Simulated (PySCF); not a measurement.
A calculated (UHF, PySCF 2.14, def2-QZVPPD, no relativity, point nucleus) atom or ion has these occupied shells.

```tsv
shell	electrons	orbital energy (eV)	rms radius, mean of both spins (bohr)
1s α	1	-4537.0	0.0852
1s β	1	-4536.9	0.0852
2s α	1	-542.64	0.373
2s β	1	-542.43	0.373
2p α	3	-449.63	0.341
2p β	3	-449.55	0.341
3s α	1	-91.756	1.14
3s β	1	-91.275	1.14
3p α	3	-64.021	1.23
3p β	3	-63.831	1.23
4s α	1	-20.870	3.22
```

Problem. Name the element and its charge.

Solution. Sc²⁺ (scandium, charge +2), in [Ar] 4s1, 2S determinant (an excited configuration).
